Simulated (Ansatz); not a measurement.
`F[SiH](Cl)[GeH2][Cl]` → `[Cl][GeH2][Cl]` + `F[SiH]` at 400 K and 1 bar (silylene formation by 1,1-elimination).

Gas-phase electronic energies from Ansatz, PBE0-D4/def2-TZVP geometries. CBS: MP2 limit from def2 TZ/QZ plus the TZ coupled-cluster correction, frozen cores. This one scheme is used for every species. For Ge outer-core shells are correlated without core-valence functions, which leaves a few kJ/mol of doubt a bond. Scalar relativity is left out up to krypton. Each species was taken in one conformer, which may not be the lowest.

| species | CCSD(T)/CBS energy (Eh) | H − E (kJ/mol) | S (J/(mol·K)) |
| --- | --- | --- | --- |
| `F[SiH](Cl)[GeH2][Cl]` | -3386.49998 | 117.6 | 427.2 |
| `[Cl][GeH2][Cl]` | -2996.94498 | 70.8 | 321.8 |
| `F[SiH]` | -389.46371 | 36.4 | 250.8 |

H − E and S are ideal-gas, rigid-rotor, harmonic terms from PBE0-D4/def2-TZVP, for one conformer and one mirror image of each species. 1 Eh = 2625.50 kJ/mol, R = 8.31446 J/(mol·K).

By hand: ΔE, ΔH, ΔS and ΔG.

ΔE = (-2996.94498) + (-389.46371) − (-3386.49998) = 0.09129 Eh = 239.7 kJ/mol. Δ(H − E) = 70.8 + 36.4 − 117.6 = -10.4, so ΔH = 229.3 kJ/mol. ΔS = 321.8 + 250.8 − 427.2 = 145.4 J/(mol·K). ΔG = 229.3 − 400 × (145.4)/1000 = 171.1 kJ/mol.

By hand: the equilibrium constant, and the temperature at which ΔG would vanish if ΔH and ΔS stayed fixed.

log₁₀ K = −ΔG/(RT ln 10) = -22.3. ΔG = 0 at ΔH/ΔS = 1577 K.

The number of gas molecules changes by +1, which sets the sign of ΔS. A doubt of 5 kJ/mol in ΔE shifts log₁₀ K by 0.7 here. Other conformers and mirror images would add mixing entropy, several J/(mol·K) or more a flexible species. Modes under 60 cm⁻¹, often nearly free rotors, make the harmonic entropy too high. These are equilibria of isolated gas molecules and say nothing of rates. Largest T1 diagnostic: 0.015 (customary marks: 0.02 for closed shells, 0.045 for open ones).
